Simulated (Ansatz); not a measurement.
Input for Ansatz (an electronic-structure program): R-CCSD(T)/cc-pVTZ on BFH3N (SMILES NBF), atoms moved off the minimum.

Ansatz 0.2 input:
```yaml
crystal:
  periodic: [false, false, false]
  atoms:
    - {symbol: B, position_ang: [-0.20684005, -0.47980236, 0.10041597]}
    - {symbol: H, position_ang: [-0.45738850, -1.62719656, -0.17939111]}
    - {symbol: F, position_ang: [0.72481368, -0.18003228, 0.98455991]}
    - {symbol: N, position_ang: [-0.56228483, 0.51797867, -0.87759883]}
    - {symbol: H, position_ang: [-0.31689153, 1.52117623, -0.78179433]}
    - {symbol: H, position_ang: [-1.17912787, 0.39134537, -1.61885799]}
basis:
  gaussian:
    orbitals: cc-pVTZ
magnetization: {spin_polarized: false}
correlation: {method: ccsd_t, electrons: outside_noble_gas}
scf: {lower_state_search: off}
output: {forces: true}
```

Problem. Predict the final total energy.

Solution. -181.0913 hartree (reference determinant -180.4873, T1 diagnostic 0.012).

Problem. How many basis functions does it have, and what does it roughly cost on one machine?

Solution. 132 functions; about 70 core-seconds (a rough figure).
